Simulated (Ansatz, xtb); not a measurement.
**CH3FTe: where a starting geometry ends**

The starting geometry of this gas-phase singlet has its atoms placed at random.

```xyz
6

C    -0.6922   -0.9108   -1.2082
F     1.3210    1.2269    0.6837
Te   -0.0050   -0.6303    1.4413
H    -1.7943   -0.0819   -1.0708
H    -0.9438    0.0197   -1.7991
H    -0.1355   -1.5776    0.0560
```

Question: One run relaxed it with r2SCAN-D4/def2-SVP. What is a likely outcome?

Answer: It ends as `C[Te]F`. Contacts that open: Te3–H6 (1.68 → 2.72 Å). Contacts that close: C1–Te3 (2.75 → 2.15 Å), C1–H4 (1.39 → 1.10 Å), C1–H6 (1.53 → 1.10 Å), F2–Te3 (2.40 → 1.96 Å).

The energy falls by 8.27 eV over 30 steps:

```
step  E − E(last) (eV)
   1             8.275
   4             2.422
   7             0.136
  11             0.008
  14             0.007
  17             0.007
  20             0.005
  24             0.002
  27             0.000
  30             0.000
```

Final geometry (Å):

```
atom    x (Å)    y (Å)    z (Å)
   C  -0.7876  -0.6004  -0.7237
   F   1.5184   0.6137   0.7344
  Te  -0.3532   0.2700   1.1886
   H  -1.8493  -0.8917  -0.7108
   H  -0.6168   0.1434  -1.5125
   H  -0.1611  -1.4890  -0.8732
```

From the same start GFN2-xTB reaches the same bonding as this run.

From so rough a start the end depends on the optimiser's path, so another program may land elsewhere. The end wasn't checked by frequencies. Atoms past krypton carry core potentials, without spin–orbit terms. Run with Ansatz 0.2.0, 2.2 min on 1 thread of AMD EPYC (Zen 3), with other jobs on the host.
